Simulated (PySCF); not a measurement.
# Cost against result

Saddle point of SiNH$_{4}$F$_{3}$, singlet (SiHF₃ ([F][SiH]([F])[F]) + NH₃ → SiNH₂F₃ ([NH2][Si]([F])([F])[F]) + H₂; bonds formed: H2–H6; dative contacts that become bonds: Si1–N7; bonds broken: Si1–H2, H6–N7), PBE0-D4/def2-TZVP structure:

Si1  (-0.646, -0.371, -0.098)
H2  (0.652, -1.337, 0.580)
F3  (-0.603, -1.388, -1.317)
F4  (-1.412, -0.663, 1.261)
F5  (-1.704, 0.667, -0.723)
H6  (1.110, -0.360, 0.453)
N7  (0.775, 0.781, 0.025)
H8  (0.671, 1.555, 0.673)
H9  (1.155, 1.118, -0.854)
(Å)

Barriers are electronic and count from the start structure reached by relaxing down the imaginary mode.

PySCF 2.14 with density fitting (its default auxiliary sets; JK sets also for MP2 and CCSD(T)); basis: as named in each row; cores frozen in the correlated methods. B3LYP uses VWN-RPA correlation. Extrapolation: Hartree–Fock as exp(−7.88 √X), correlation as X^−2.97.

Times are rough, for one single point on 4 threads of a shared host (Arm Neoverse V2).

The estimate by CCSD(T) at an estimated basis limit (MP2 extrapolated from triple and quadruple zeta, plus CCSD(T) − MP2 in triple zeta) is 191.8 kJ/mol.

| method | basis | time (s) | barrier (kJ/mol) | method less estimate |
| --- | --- | --- | --- | --- |
| HF | STO-3G | under 1 | 315.9 | 124.1 |
| B3LYP-D4 | 6-31G | 3 | 234.8 | 42.9 |
| PBE0-D4 | def2-SVP | 5 | 184.4 | -7.4 |
| PBE-D4 | def2-SVP | 5 | 167.3 | -24.5 |
| MP2 | def2-QZVPP | 7 | 188.6 | -3.2 |
| SPW92 | def2-TZVPP | 10 | 141.0 | -50.8 |
| PBE0-D4 | def2-TZVPP | 13 | 174.6 | -17.2 |
| B3LYP-D4 | def2-TZVPP | 13 | 184.5 | -7.4 |
| BHLYP-D4 | def2-TZVPP | 13 | 201.6 | 9.8 |
| PBE-D4 | def2-TZVPP | 14 | 160.9 | -30.9 |
| r2SCAN-D4 | def2-TZVPP | 31 | 170.5 | -21.4 |
| CCSD(T) | def2-SVP | 44 | 214.0 | 22.1 |
| wB97M-V | def2-TZVPP | 170 | 186.0 | -5.9 |
| CCSD(T) | def2-TZVPP | 940 | 193.9 | 2.1 |

All methods are single points on the PBE0-D4 structures.

T1 diagnostic: at most 0.012.

Labels in which every atom is bracketed show which atoms are joined, not bond orders.
